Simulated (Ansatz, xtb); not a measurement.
## Two isomers of C4H2F3N

Structure I is `N#C/C=C/C(F)(F)F`, a singlet and structure II is `C=C(C#N)C(F)(F)F`, a singlet. Both are isolated molecules in the gas phase, relaxed with B3LYP-D3(BJ)/def2-SVP.

Quicker runs give these differences E(II) − E(I): GFN2-xTB +0.087 eV; HF/STO-3G +0.023 eV (at GFN2-xTB geometries); r2SCAN-D4/def2-SVP +0.066 eV (at GFN2-xTB geometries).

Problem. Estimate E(II) − E(I) at the level CCSD(T)/def2-SVP + ΔMP2/def2-TZVPP.

Solution. Not settled: CCSD(T)/def2-SVP + ΔMP2/def2-TZVPP gives E(II) − E(I) = +0.063 eV, but this leans on the basis-set step: CCSD(T) alone gives +0.039 eV.

Level by level:

```tsv
level	geometry	E(II) − E(I) (eV)	departure from the last row (eV)	job, with rough time for the two
GFN2-xTB	GFN2-xTB	+0.087	+0.024	optimisation, 0.13 s
HF/STO-3G	GFN2-xTB	+0.023	−0.040	single point, 0.34 s
r2SCAN-D4/def2-SVP	GFN2-xTB	+0.066	+0.003	single point, 2.3 s
B3LYP-D3(BJ)/def2-SVP	B3LYP-D3(BJ)/def2-SVP	+0.065	+0.002	optimisation, 20 s
HF/def2-SVP	B3LYP-D3(BJ)/def2-SVP	+0.063	0.000	part of the CCSD(T) run
MP2/def2-SVP	B3LYP-D3(BJ)/def2-SVP	+0.049	−0.014	part of the CCSD(T) run
CCSD(T)/def2-SVP	B3LYP-D3(BJ)/def2-SVP	+0.039	−0.025	single point
CCSD(T)/def2-SVP + ΔMP2/def2-TZVPP	B3LYP-D3(BJ)/def2-SVP	+0.063		single point, 36 s
```

As drawn, both hold the same kinds of bond in the same numbers.

The largest departure from CCSD(T)/def2-SVP + ΔMP2/def2-TZVPP is that of HF/STO-3G, 0.040 eV. The last row adds to CCSD(T) the change of the MP2 difference between the two basis sets, here +0.025 eV.

With thermal terms from frequencies at re-optimised GFN2-xTB minima (ideal gas, soft modes damped towards free rotors, one conformer each, 298.15 K, 1 atm): the zero-point term adds +0.002 eV; ΔH is +0.063 and ΔG +0.082 eV.

The correlated steps freeze 8 core orbitals. Run with Ansatz 0.2.0, xtb 6.7.1; the last row on 2 threads of Intel(R) Xeon(R) 6975P-C (Granite Rapids) on a shared host.
